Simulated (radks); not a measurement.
Coulomb parameter of the 3d shell of the vanadium ion V+ in the model configuration [Ar] 3d2.5 4s1.5, as a second difference U = [E(n + 0.5) + E(n - 0.5) - 2 E(n)] / (0.5)^2 with all orbitals relaxed. "Bare": the charge of the atom changes with n. "Screened": the 4s shell takes up the change at fixed total charge, which measures U(3d,3d) + U(4s,4s) - 2 U(3d,4s). Method: scalar-relativistic Kohn-Sham, BLYP, spin-unpolarised, spherical densities, point nucleus; computed with a radial shooting solver on a logarithmic mesh with Libxc functionals.

\begin{tabular}{lrr}
case & configuration & E - E(n) (eV) \\ \hline
start & [Ar] 3d2.5 4s1.5 & 0.000 \\
bare +0.5 & [Ar] 3d3 4s1.5 & -5.822 \\
bare -0.5 & [Ar] 3d2 4s1.5 & 9.125 \\
screened +0.5 & [Ar] 3d3 4s1 & -1.181 \\
screened -0.5 & [Ar] 3d2 4s2 & 1.993 \\
\end{tabular}

U(bare) = 13.213 eV, U(screened by 4s) = 3.247 eV, against the Slater integral F0(3d,3d) = 19.242 eV with frozen orbitals.
